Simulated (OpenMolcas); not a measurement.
A calculation on neutral lutetium.

| Quantity | Value |
| --- | --- |
| Program | OpenMolcas 26.06 |
| Method | CASSCF |
| Basis | ANO-RCC-VTZP [8s7p5d3f2g1h] |
| Scalar Hamiltonian | DKH2, point nucleus |
| Active space | 3 electrons in 6 orbitals (5d 6s) |
| State averaging | 2S+1 = 4 even, 20 roots (10 in the spin-orbit step); 2S+1 = 2 even, 29 roots |
| Spin-orbit coupling | state interaction with AMFI integrals over the reference wave functions, term energies averaged over their components |

Question: Which level of the active space comes out lowest?

Answer: 5d 6s² ²D_3/2, with 100 % of that term; it is also the measured ground level.

Question: How high does 5d² 6s ²G_9/2 lie?

Answer: 27804 cm⁻¹ above the lowest level; measured 26671 cm⁻¹ above the ground level, so the calculation is off by +4 %.

Question: How high does 5d² 6s ²G_7/2 [72 %] lie?

Answer: 27309 cm⁻¹ above the lowest level; measured 26570 cm⁻¹ above the ground level, so the calculation is off by +3 %.

Question: How high does 5d² 6s ²D_3/2 lie?

Answer: 25825 cm⁻¹ above the lowest level; measured 24518 cm⁻¹ above the ground level, so the calculation is off by +5 %.

Question: The level at 25726 cm⁻¹ has J = 5/2. What is it made of, and what is its g factor?

Answer: 48 % 5d² 6s ²D_5/2, 44 % 5d² 6s ²F, 7 % 5d² 6s ⁴P; g = 1.074, against 1.200 from Landé's formula for the pure leading term.

Measured values: NIST Handbook of Basic Atomic Spectroscopic Data.

Some high roots are left out of the spin-orbit mixing, which shifts the levels that they would mix with. Without dynamic correlation excited terms often stand tens of per cent too high (terms of higher spin than the ground term too low), and those without a measured partner can miss by more than the paired ones. A single d shell beside an s shell can misplace configurations of different d count against each other. Measured partners are found by configuration, term and J. A level has none where our copy of the source lacks it or the pairing is in doubt (some pairs that miss far off the trend of their configuration count as doubtful), and it then counts in no deviation. Levels of configurations outside the active space are missing.

A share in square brackets marks a mixed level and gives the weight of the term that names it.
